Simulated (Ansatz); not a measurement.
`C[O][Ga]([SH])[Cl]` + `O[SiH2]S[SiH2]F` → `CO[SiH2]S[SiH2]F` + `[OH][Ga]([SH])[Cl]`  (substitution at a C–O bond)

Computed with Ansatz on PBE0-D4/def2-TZVP structures; ΔE is electronic, products minus reactants. CCSD(T)/CBS is the MP2 limit (def2-TZVPP, def2-QZVPP) plus CCSD(T) − MP2 in def2-TZVPP, frozen cores. Functionals use def2-TZVPP. B3LYP here is the variant with VWN-RPA as its local correlation; programs differ in this. For Ga outer-core shells are correlated without core-valence functions, which leaves a few kJ/mol of doubt a bond. Scalar relativity is left out up to krypton. One conformer a species, not always the lowest.

(1) Is it downhill or uphill in electronic energy at CCSD(T)/CBS, and by how much? (Best estimate.)

(2) What do these levels give: r2SCAN-D4, B3LYP-D4, ωB97X-V, r2SCAN, PBE0, MP2/def2-TZVPP, SCS-MP2/def2-TZVPP, CCSD/def2-TZVPP, CCSD(T)/def2-TZVPP, HF/def2-QZVPP, MP2/def2-QZVPP, SCS-MP2/def2-QZVPP? (Estimate.)

Largest T1 diagnostic among the species: 0.013.

Results:

(1) The calculation gave: Downhill: ΔE = -5.0 kJ/mol.

(2) The calculation gave: r2SCAN-D4 -4.6, B3LYP-D4 -6.1, ωB97X-V -5.9, r2SCAN -4.1, PBE0 -4.6, MP2/def2-TZVPP -5.6, SCS-MP2/def2-TZVPP -5.8, CCSD/def2-TZVPP -5.5, CCSD(T)/def2-TZVPP -5.2, HF/def2-QZVPP -6.8, MP2/def2-QZVPP -5.6, SCS-MP2/def2-QZVPP -5.9 kJ/mol.
